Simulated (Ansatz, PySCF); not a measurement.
This triplet is an excited state, 1.39 eV above the relaxed singlet at the level composite: frozen-core CCSD(T) with HF/cc-pVQZ and the correlation energy extrapolated as X^-3 from cc-pVTZ and cc-pVQZ, plus CCSDT(Q) minus CCSD(T) in cc-pVDZ // PBE0-D3(BJ)/def2-TZVP (Ansatz, a first-principles code).

**CHNSi, SMILES `[C-]#[N+][SiH]` (excited triplet) (charge 0, multiplicity 3)**

Level of theory: PBE0-D3(BJ)/def2-TZVP run with PySCF.

* **highest occupied spin orbital**: -6.07 eV
* **dipole moment**: 3.06 D
* **total energy**: -382.6348 Ha
* **cost**: about 30 core-seconds (a rough figure)

```xyz
4

C      1.7743    -0.7802    -0.1241
N      0.7602    -0.1818    -0.1900
Si    -0.6252     0.8153    -0.3327
H     -1.9094     0.1467    -0.0001
```
Charge 0, spin multiplicity 3.
